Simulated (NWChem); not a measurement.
Species: CdH₂SO; SMILES [SH][Cd][OH]

```xyz
5

Cd    -0.0065    -0.2927    -0.0013
O     -0.0169    -2.2589    -0.0743
H      0.0212    -2.6460     0.8079
S     -0.0542     2.0384    -0.0073
H      1.2930     2.1526    -0.0339
```
Atoms are numbered in this order, from 1.

Computed with NWChem. Coordinates come from a PBE0/def2-SVP (def2 core potentials past Kr) optimisation.

For level Hartree-Fock/STO-3G, non-relativistic:

| Quantity | Value |
|---|---|
| highest occupied level (eV) | -6.24 |
| orbital gap (eV) | 14.85 |
| dipole (D) | 1.19 |

### Question
How do the values read with level Hartree-Fock/3-21G, non-relativistic instead?

### Answer
The highest occupied level (eV) is -10.04 and the orbital gap (eV) is 10.91. The dipole (D) is 2.44.
